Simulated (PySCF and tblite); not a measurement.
Values are calculated unless marked as measured or tabulated.
# Barrier and rate of a rotation

System: C₄H₉NSSi, numbered as in [CH2:1]=[CH:2][N:3]([CH3:4])[C:5]([SiH3:6])=[S:7].

Motion: rotation about the C2–N3 bond (torsion C1–C2–N3–C4 from 0° to 143°, rising). Level: PBE0/pcSseg-1 + D3(BJ), IEF-PCM chloroform on GFN2-xTB stationary points, with GFN2-xTB thermal terms. Rate constants are transition-state-theory values, counting equivalent paths, without tunnelling. Programs: tblite and PySCF.

| point | symmetry | E(GFN2) kcal/mol | E(DFT) kcal/mol | ZPE change kcal/mol | lowest mode cm⁻¹ | dipole D |
| --- | --- | --- | --- | --- | --- | --- |
| start | Cs | 0.0 | 0.0 | 0.00 | 59 | 4.55 |
| saddle | C1 | 6.3 | 4.4 | -0.96 | 121i | 6.06 |
| end | C1 | 2.7 | 2.2 | -0.14 | 62 | 5.18 |

- Electronic barrier: 4.4 kcal/mol
- Barrier with zero-point energy: 3.4 kcal/mol
- ΔH‡ (298 K): 3.4 kcal/mol
- ΔS‡ (298 K, symmetry apart): -0.1 cal/(mol K)
- Paths: 2 equivalent paths
- End point: a different minimum
- Mean lifetime of the start against this motion at 298 K: 24 ps
- Cost: 95 s on 1 thread of INTEL XEON PLATINUM 8581C @ 2.10GHz, shared host (rough), peak memory 0.89 GiB, launched as `OMP_NUM_THREADS=1 python ens_run.py task.json out`

```csv
T/K,ΔG‡ kcal/mol,k s⁻¹,ΔG kcal/mol,k back s⁻¹
200,3.4,1.8×10⁹,2.1,1.6×10¹¹
250,3.4,1.2×10¹⁰,2.0,3.7×10¹¹
298,3.4,4.2×10¹⁰,2.0,6.2×10¹¹
350,3.4,1.1×10¹¹,2.0,9.3×10¹¹
400,3.5,2.1×10¹¹,1.9,1.2×10¹²
```

ΔG and ΔG‡ leave out symmetry numbers and mirror images; rates count paths: 2 out, 1 back.
